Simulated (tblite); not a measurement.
Species: BH7OPSi2 (doublet state).
Bonds: Si1–O2, O2–B3, B3–P4, P4–Si5. Hydrogens: H6, H7, H8 on Si1; H9 on P4; H10, H11, H12 on Si5.

Computed with GFN2-xTB (tblite), gas phase: L-BFGS steps from a force-field or distance-geometry start until the largest atomic force falls under 0.01 eV/Å.

Step 18: E = -404.5980 eV
```
atom  x, y, z in Å  |  force x, y, z in eV/Å
Si1     2.7654    0.2420    0.2345    0.049   0.023  -0.038
O2      1.4233   -0.6146    0.5765   -0.052  -0.018  -0.059
B3      0.2172   -1.0580    0.4275    0.017   0.016  -0.111
P4     -1.0093   -0.6366   -0.9398   -0.003  -0.030   0.132
Si5    -2.7312   -0.0632    0.3553    0.052  -0.037  -0.021
H6      3.5473   -0.6101   -0.6640   -0.076   0.086   0.052
H7      2.3584    1.5214   -0.3553    0.072  -0.044  -0.035
H8      3.3786    0.4433    1.5453   -0.012  -0.018   0.034
H9     -0.6243    0.6567   -1.2871    0.035  -0.007   0.058
H10    -3.4133   -1.3291    0.6370   -0.030   0.091   0.010
H11    -3.5557    0.8689   -0.4171   -0.008  -0.046   0.025
H12    -2.3552    0.5785    1.6259   -0.046  -0.015  -0.048
```

Step 19: E = -404.6008 eV
```
atom  x, y, z in Å  |  force x, y, z in eV/Å
Si1     2.7661    0.2455    0.2360    0.047   0.013  -0.088
O2      1.4235   -0.6128    0.5725   -0.065  -0.023  -0.063
B3      0.2194   -1.0636    0.4249    0.041   0.034  -0.099
P4     -1.0108   -0.6356   -0.9363   -0.030  -0.094   0.137
Si5    -2.7360   -0.0641    0.3574    0.114  -0.050  -0.054
H6      3.5481   -0.6044   -0.6676   -0.085   0.097   0.082
H7      2.3692    1.5254   -0.3658    0.074  -0.077   0.007
H8      3.3716    0.4370    1.5521   -0.011  -0.002   0.018
H9     -0.6193    0.6532   -1.2782    0.039   0.054   0.046
H10    -3.4197   -1.3267    0.6391   -0.042   0.060   0.017
H11    -3.5550    0.8658   -0.4181   -0.040  -0.013   0.000
H12    -2.3560    0.5798    1.6226   -0.042   0.002  -0.003
```

Step 20: E = -404.6040 eV
```
atom  x, y, z in Å  |  force x, y, z in eV/Å
Si1     2.7674    0.2502    0.2370    0.017  -0.002  -0.086
O2      1.4238   -0.6103    0.5662   -0.057  -0.019  -0.067
B3      0.2225   -1.0703    0.4199    0.073   0.039  -0.058
P4     -1.0127   -0.6362   -0.9299   -0.042  -0.121   0.083
Si5    -2.7403   -0.0659    0.3592    0.143  -0.042  -0.072
H6      3.5475   -0.5956   -0.6706   -0.062   0.074   0.081
H7      2.3840    1.5287   -0.3786    0.065  -0.081   0.044
H8      3.3625    0.4290    1.5605   -0.013   0.017  -0.009
H9     -0.6124    0.6497   -1.2663    0.027   0.082   0.038
H10    -3.4285   -1.3230    0.6421   -0.054   0.020   0.025
H11    -3.5549    0.8617   -0.4196   -0.062   0.014  -0.022
H12    -2.3578    0.5815    1.6187   -0.036   0.020   0.044
```

Step 21: E = -404.6064 eV
```
atom  x, y, z in Å  |  force x, y, z in eV/Å
Si1     2.7687    0.2543    0.2371   -0.016  -0.016  -0.038
O2      1.4242   -0.6081    0.5591   -0.029  -0.009  -0.063
B3      0.2259   -1.0755    0.4143    0.084   0.020  -0.007
P4     -1.0142   -0.6388   -0.9236   -0.026  -0.086  -0.007
Si5    -2.7416   -0.0678    0.3597    0.112  -0.018  -0.057
H6      3.5455   -0.5870   -0.6714   -0.013   0.023   0.046
H7      2.3976    1.5296   -0.3886    0.046  -0.045   0.057
H8      3.3546    0.4226    1.5671   -0.015   0.032  -0.034
H9     -0.6062    0.6478   -1.2555    0.001   0.055   0.038
H10    -3.4370   -1.3193    0.6452   -0.053   0.000   0.027
H11    -3.5561    0.8582   -0.4210   -0.059   0.018  -0.027
H12    -2.3601    0.5832    1.6163   -0.032   0.027   0.065
```

Problem. Estimate the geometry and energy of step 22. (The exact step hangs on the optimiser's Hessian estimate; all steps are aligned on step 21, rigid shifts and turns removed.)

Solution. E = -404.6078 eV, largest force 0.074 eV/Å
```
atom  x, y, z in Å  |  force x, y, z in eV/Å
Si1     2.7693    0.2563    0.2370   -0.024  -0.023   0.006
O2      1.4247   -0.6071    0.5533   -0.006  -0.001  -0.049
B3      0.2283   -1.0775    0.4114    0.063  -0.007   0.017
P4     -1.0148   -0.6420   -0.9211    0.003  -0.032  -0.067
Si5    -2.7401   -0.0688    0.3589    0.048   0.003  -0.023
H6      3.5436   -0.5823   -0.6706    0.030  -0.019   0.010
H7      2.4049    1.5287   -0.3923    0.028   0.002   0.048
H8      3.3507    0.4202    1.5697   -0.014   0.039  -0.038
H9     -0.6035    0.6477   -1.2491   -0.020   0.008   0.040
H10    -3.4420   -1.3170    0.6471   -0.039   0.007   0.023
H11    -3.5577    0.8566   -0.4220   -0.037   0.003  -0.018
H12    -2.3622    0.5845    1.6164   -0.032   0.021   0.052
```

The energy changes by -0.0013 eV. The first-order estimate −F·Δx gives -0.0020 eV and the mean of the old and new forces, exact on a quadratic surface, -0.0014 eV. The step makes an angle of 64° with the force vector and moves no atom by more than 0.008 Å.
